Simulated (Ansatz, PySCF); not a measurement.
Species: GeTe (charge 0, singlet). 
Structure (B3LYP-D3(BJ)/def2-TZVP (Ansatz, a quantum-chemistry and plane-wave program) minimum search):
SMILES: [Ge]=[Te]
```xyz
2

Ge     0.0000     0.0000    -1.4601
Te     0.0000     0.0000     0.8985
```

Total electronic energies in hartree. Valence correlation only, unless marked. Spin-orbit coupling is left out. The frozen core is the preceding noble-gas configuration, with the filled d and f shells of earlier blocks. Past Kr the def2 sets carry scalar-relativistic core potentials. CBS marks a two-point X^-3 extrapolation of the correlation energy; Hartree-Fock from the larger set. The bracket is a focal-point correction in the basis named.

The Hartree-Fock reference is unstable (checked in the largest basis), which strains HF and MP2. The T1 diagnostic of CCSD in the largest basis is 0.030, which is high, so the coupled-cluster rows are less sure than usual.

```
level                                                               program  energy (Eh)
-----------------------------------------------------------  --------------  -----------
HF/def2-TZVPP                                                        Ansatz  -2342.40408
revPBE-D3(BJ)/def2-TZVPD                                     Ansatz + dftd3  -2344.95866
BP86-D4/def2-TZVPD                                            PySCF + dftd4  -2345.47072
TPSS-D4/def2-TZVPD                                            PySCF + dftd4  -2344.93671
PBE0-D4/def2-TZVPD                                           Ansatz + dftd4  -2344.81333
PBE0/def2-TZVP                                                       Ansatz  -2344.81074
LC-wPBE-D4/def2-TZVPD                                        Ansatz + dftd4  -2344.79638
wB97X/def2-TZVPD                                                     Ansatz  -2345.14146
B2GP-PLYP-D3(BJ)/def2-TZVPD                                  Ansatz + dftd3  -2344.15932
B2GP-PLYP/def2-TZVPD                                                 Ansatz  -2344.15316
CCSD/def2-SVPD                                                       Ansatz  -2342.32625
CCSD(T)/def2-SVPD                                                    Ansatz  -2342.33824
CCSDT/def2-SVP                                                       Ansatz  -2342.33155
RI-MP2/CBS(def2-TZVPPD,def2-QZVPPD)+[CCSD(T)-MP2]/def2-SVPD          Ansatz   -2342.7255
CCSD(T)/CBS(def2-TZVPPD,def2-QZVPPD)                                 Ansatz   -2342.7276
```

Totals of different functionals don't rank their quality; only differences between species are comparable.
